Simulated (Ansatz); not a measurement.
Reaction (SMILES): F[C]Cl (closed-shell singlet) → C atom + Cl atom + F atom
B3LYP-D3(BJ)/def2-TZVP geometries, fixed; electronic energies without zero-point terms.
Largest species:
```xyz
3

F     -1.4677    -0.2909     0.0321
C     -0.5979     0.6705    -0.0192
Cl     0.9880    -0.0826    -0.0102
```
Charge 0, spin multiplicity 1.

The atomisation energy at MP2 with Ansatz (a program for electronic structure), in kcal/mol, split into its Hartree-Fock and correlation parts. Cores are frozen. A restricted Hartree-Fock determinant is unstable towards unrestricted orbitals. Open shells are unrestricted. No added dispersion term, no relativity. Functions are those of the species that has most.

| basis | X | functions | Hartree-Fock | MP2 |
|---|---|---|---|---|
| cc-pV(D+d)Z | 2 | 51 | 114.10 | 197.62 |
| cc-pV(T+d)Z | 3 | 99 | 121.59 | 215.23 |
| cc-pV(Q+d)Z | 4 | 174 | 122.19 | 220.73 |
| cc-pV(5+d)Z | 5 | 282 | 122.38 | 222.98 |

Worked estimate of the basis-set limit from each neighbouring pair, with Hartree-Fock from the larger set and the correlation part extrapolated as X^-3.
Correlation parts: X = 2: 83.52, X = 3: 93.64, X = 4: 98.54, X = 5: 100.60.
- (2,3): (27·(93.64) - 8·(83.52))/19 = 97.90; with Hartree-Fock 121.59 the estimate is 219.49 kcal/mol.
- (3,4): (64·(98.54) - 27·(93.64))/37 = 102.12; with Hartree-Fock 122.19 the estimate is 224.31 kcal/mol.
- (4,5): (125·(100.60) - 64·(98.54))/61 = 102.76; with Hartree-Fock 122.38 the estimate is 225.14 kcal/mol.
The last two estimates differ by 0.84 kcal/mol; the largest set lies 2.16 from the last. Over the last step Hartree-Fock moves by 0.19 and the correlation part by 2.06.
